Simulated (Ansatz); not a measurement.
The cluster K2Cl2 (the lowest singlet isomer of a short search). The state is a singlet with charge 0. Geometry PBE0-D4/def2-TZVP, basis def2-TZVP, Ansatz.

```xyz
4

K     1.230   -0.325    1.497
K    -1.230    0.326   -1.497
Cl    1.421   -0.802   -1.340
Cl   -1.421    0.802    1.340
```

```json
{"run": "A", "HOMO (eV)": "-5.72", "LUMO (eV)": "-0.54"}
{"run": "B", "HOMO (eV)": "-5.75", "LUMO (eV)": "-1.05"}
{"run": "C", "HOMO (eV)": "-6.74", "LUMO (eV)": "-0.71"}
{"run": "D", "HOMO (eV)": "-6.47", "LUMO (eV)": "-0.98"}
{"run": "E", "HOMO (eV)": "-9.03", "LUMO (eV)": "-0.23"}
```

B3LYP takes the VWN-RPA correlation. The structure comes from a short search, and lower isomers may exist.

Q: The runs used B3LYP, B97M-V, PBE0, r2SCAN, ωB97M-V. Estimate which is which.

A: A r2SCAN (0 % exact exchange); B B97M-V (0 % exact exchange); C PBE0 (25 % exact exchange); D B3LYP (20 % exact exchange); E ωB97M-V (range-separated). Exact exchange lowers occupied and raises empty levels; among semilocal functionals meta-GGAs tend to open the gap a little, and such runs are hard to tell apart. The gap grows from 4.70 eV (B97M-V) to 8.80 eV (ωB97M-V).
